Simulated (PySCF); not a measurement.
## Vibration and rotation of Rb₂

RHF-CCSD(T) constants of Rb₂, ¹Σg⁺ (singlet), closed shell (PySCF, scalar-relativistic core potentials, basis sets Rb def2-TZVPP with ECP28; masses 84.9118 and 84.9118 u):

| Property | Result |
| --- | --- |
| ωe | 53.7 cm⁻¹ |
| ωexe | 0.125 cm⁻¹ |
| Be | 0.021246 cm⁻¹ |
| αe | 4.94e-05 cm⁻¹ |
| De to Rb + Rb | 0.435 eV |

What force constant and bond length do these constants imply?

Reduced mass μred = 42.456 u; k = 5.8918×10⁻⁷·μred·ωe² (u, cm⁻¹, mdyn/Å) = 0.0721 mdyn/Å; Re = √(16.8576/(μred·Be)) (u, cm⁻¹, Å) = 4.323 Å.

Estimate the centrifugal constant D from the Kratzer relation and find the Dunham coefficient a1.

D = 4Be³/ωe² = 1.33e-08 cm⁻¹; a1 = −1 − αeωe/(6Be²) = -1.98.

Correlated steps freeze no core orbitals. Where the molecule has an RHF reference, its open-shell atoms are computed with UHF.
